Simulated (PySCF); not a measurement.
Compound: C₁₀H₉N.
Numbering: `[N:1]#[C:2]/[CH:3]=[CH:4]\[C@:5]12[CH:6]=[CH:7][C@H:8]([CH:9]=[CH:10]1)[CH2:11]2` (hydrogens: H12 on C3; H13 on C4; H14 on C6; H15 on C7; H16 on C8; H17 on C9; H18 on C10; H19, H20 on C11)

The same species was optimised twice, with GFN2-xTB and with PBE0-D3(BJ)/def2-SVP (PySCF), and the same property calculations (PySCF, gas phase) were run on both structures.

| coordinate | GFN2-xTB | PBE0-D3(BJ)/def2-SVP | change |
| --- | --- | --- | --- |
| C2–C3 (Å) | 1.408 | 1.427 | +0.019 |
| C5–C10 (Å) | 1.533 | 1.546 | +0.013 |
| N1≡C2 (Å) | 1.147 | 1.160 | +0.013 |
| C5–C6 (Å) | 1.534 | 1.546 | +0.012 |
| C7–C8 (Å) | 1.521 | 1.534 | +0.013 |
| C8–C9 (Å) | 1.522 | 1.534 | +0.012 |
| C6=C7 (Å) | 1.323 | 1.334 | +0.011 |
| C9=C10 (Å) | 1.323 | 1.334 | +0.011 |
| C4–C5 (Å) | 1.481 | 1.491 | +0.010 |
| C3=C4 (Å) | 1.335 | 1.344 | +0.009 |
| C5–C11 (Å) | 1.543 | 1.550 | +0.007 |
| C8–C11 (Å) | 1.539 | 1.544 | +0.005 |
| C6–C5–C10 (°) | 104.5 | 106.4 | +1.9 |
| C7–C8–C9 (°) | 105.4 | 107.3 | +1.9 |
| C3–C4–C5 (°) | 124.1 | 125.8 | +1.7 |
| N1–C2–C3 (°) | 178.5 | 179.3 | +0.8 |
| C4–C5–C11 (°) | 118.4 | 117.6 | -0.8 |
| C10–C5–C11 (°) | 98.6 | 98.1 | -0.5 |
| C6–C5–C11 (°) | 98.6 | 98.2 | -0.4 |
| C9–C8–C11 (°) | 98.9 | 98.5 | -0.4 |
| C3–C4–C5–C6 (°) | 64 | 64 | 0 |

Rotational constants: A = 2352, B = 906.8, C = 842.6 MHz (GFN2-xTB) against A = 2316, B = 873.2, C = 819.0 MHz (PBE0-D3(BJ)/def2-SVP). Atoms that the bonding makes alike are paired by their places after alignment.

On the GFN2-xTB structure: HOMO (eV) -6.72 [PBE0/pcSseg-1]; LUMO (eV) -1.55 [PBE0/pcSseg-1]; dipole (D) 3.96 [PBE0/pcSseg-1]; GIAO shielding of N1 (ppm) -62.0 [PBE0/pcSseg-1]; GIAO shielding of C2 (ppm) 65.4 [PBE0/pcSseg-1]; GIAO shielding of C3 (ppm) 79.6 [PBE0/pcSseg-1]; GIAO shielding of C4 (ppm) 17.6 [PBE0/pcSseg-1]; GIAO shielding of C5 (ppm) 121.6 [PBE0/pcSseg-1]; GIAO shielding of C6/C10 (mean) (ppm) 29.4 [PBE0/pcSseg-1]; GIAO shielding of C7/C9 (mean) (ppm) 33.6 [PBE0/pcSseg-1]; GIAO shielding of C8 (ppm) 132.6 [PBE0/pcSseg-1].

Task: What do these properties become on the PBE0-D3(BJ)/def2-SVP structure?

Result: 
```csv
property,level,on GFN2-xTB,on PBE0-D3(BJ)/def2-SVP,change
HOMO (eV),PBE0/pcSseg-1,-6.72,-6.80,-0.08
LUMO (eV),PBE0/pcSseg-1,-1.55,-1.58,-0.03
dipole (D),PBE0/pcSseg-1,3.96,3.96,0.00
"energy, GFN2-xTB geometry as zero (kcal/mol)",PBE0/pcSseg-1,0.0,-1.4,-1.4
GIAO shielding of N1 (ppm),PBE0/pcSseg-1,-62.0,-66.5,-4.5
GIAO shielding of C2 (ppm),PBE0/pcSseg-1,65.4,63.2,-2.2
GIAO shielding of C3 (ppm),PBE0/pcSseg-1,79.6,76.2,-3.4
GIAO shielding of C4 (ppm),PBE0/pcSseg-1,17.6,15.3,-2.3
GIAO shielding of C5 (ppm),PBE0/pcSseg-1,121.6,119.1,-2.5
GIAO shielding of C6/C10 (mean) (ppm),PBE0/pcSseg-1,29.4,27.1,-2.3
GIAO shielding of C7/C9 (mean) (ppm),PBE0/pcSseg-1,33.6,31.0,-2.6
GIAO shielding of C8 (ppm),PBE0/pcSseg-1,132.6,130.3,-2.3
```

The heavy atoms differ by 0.045 Å rms after alignment (one structure mirrored). Among bonds between heavy atoms C2–C3 changes most (+0.019 Å). Changes are differences of the printed values. Neither structure is proved a minimum here.
